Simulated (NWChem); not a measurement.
System: CH3Cl2Si, doublet; SMILES C[Si](Cl)Cl

All runs: NWChem. Pople sets run with spherical d functions. Spin-unrestricted. In the optimisation the excess spin sits in a' (Cs, its own frame). The geometry was optimised at PBE0/def2-SVP, spin-unrestricted. No stability test was run on the SCF state. Level: PBE0/6-31G* with SMD (1 M gas to 1 M solution), gas-phase geometry. Reactions with the solvent are ignored.

| solvent | dielectric constant | solvation free energy (kcal/mol) | cavity-dispersion-structure term (kcal/mol) | dipole in solution (D) |
|---|---|---|---|---|
| water | 78.4 | -1.2 | 2.2 | 3.34 |
| cyclohexane | 2.02 | -3.6 | -2.0 | 2.90 |
| 2-propanol | 19.3 | -5.1 | -1.9 | 3.30 |
| ethyl acetate | 5.99 | -4.6 | -1.9 | 3.19 |
